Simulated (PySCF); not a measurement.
PBE on N (nitrogen, neutral), [He] 2s1 2p3 3d1, high-spin 6D determinant (an excited configuration). All numbers are calculated (PySCF 2.14, the spin-free X2C one-electron Hamiltonian (Gaussian nucleus), in aug-cc-pCVTZ-DK with one added diffuse shell each of s, p, d, f type (8s7p5d3f, 75 functions)).

```
cycle= 1 E= -53.8568635246012  delta_E= -0.00413  |g|= 0.00877  |ddm|= 0.191
cycle= 2 E= -53.8568780094315  delta_E= -1.45e-05  |g|= 0.00342  |ddm|= 0.024
cycle= 3 E= -53.8568824741518  delta_E= -4.46e-06  |g|= 0.000429  |ddm|= 0.00896
cycle= 4 E= -53.8568825435226  delta_E= -6.94e-08  |g|= 4.33e-06  |ddm|= 0.00102
cycle= 5 E= -53.8568825435468  delta_E= -2.41e-11  |g|= 2.77e-07  |ddm|= 2.24e-05
converged SCF energy = -53.8568825435468  <S^2> = 8.750008  2S+1 = 6.0000027
```

Highest occupied orbital energy: 0.160 eV; ⟨L²⟩ = 6.00; populations by l: s 3.00, p 3.00, d 1.00, f 0.00.

**Question.** Can this result be used?

**Answer.** Not for this state. The calculation finished and met its thresholds. The outer electron is Rydberg-like, and this basis confines it to a smaller radius and binds it less than a complete one would. At PBE the highest occupied level has a positive energy, so only the finite basis holds that electron; for this excited configuration the basis is too tight for the outer shell.
